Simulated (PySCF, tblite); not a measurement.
Isomers of C5H5ClO3S2, one GFN2-xTB conformer each. Single-point energies are computed at PBE0/pcSseg-1 (PySCF, gas phase, no added dispersion term), electronic only.

```csv
SMILES,GFN2-xTB relative energy (kcal/mol)
COc1ccc(S(=O)(=O)Cl)s1,0.0
COc1csc(S(=O)(=O)Cl)c1,0.9
```

Conformers: `[CH3:1][O:2][c:3]1[cH:4][cH:5][c:6]([S:7](=[O:8])(=[O:9])[Cl:10])[s:11]1` with C1–O2–C3–C4 -1°, C5–C6–S7–O8 -21°; `[CH3:1][O:2][c:3]1[cH:4][s:5][c:6]([S:7](=[O:8])(=[O:9])[Cl:10])[cH:11]1` with C1–O2–C3–C4 179°, S5–C6–S7–O8 161°.

Problem. What does PBE0/pcSseg-1 give for the same structures?

Solution. 
```
                SMILES  PBE0/pcSseg-1 E (Eh)  PBE0/pcSseg-1 (kcal/mol)  GFN2-xTB (kcal/mol)  point group
COc1ccc(S(=O)(=O)Cl)s1           -1674.71046                       0.0                  0.0           C1
COc1csc(S(=O)(=O)Cl)c1           -1674.70801                       1.5                  0.9           C1
```

Both levels put the same isomer lowest. Neighbours under 2.5 kcal/mol apart (COc1ccc(S(=O)(=O)Cl)s1 and COc1csc(S(=O)(=O)Cl)c1) can change places with a better method, another conformer or zero-point energy.

Problem. Which frontier levels, dipoles and rotational constants go with these structures?

Solution. 
```csv
SMILES,"HOMO (eV, PBE0/pcSseg-1)",LUMO (eV),dipole (D),"A, B, C (MHz)"
COc1ccc(S(=O)(=O)Cl)s1,-7.20,-1.93,7.26,"1833, 400.3, 391.0"
COc1csc(S(=O)(=O)Cl)c1,-7.15,-2.22,4.98,"1313, 471.9, 415.8"
```

Problem. What happens when harmonic zero-point energies from GFN2-xTB frequencies are added?

Solution. 
```csv
SMILES,ZPE (kcal/mol),electronic (kcal/mol),with ZPE (kcal/mol)
COc1ccc(S(=O)(=O)Cl)s1,60.8,0.0,0.0
COc1csc(S(=O)(=O)Cl)c1,60.8,1.5,1.5
```

The zero-point energies span 0.0 kcal/mol. The order is unchanged.
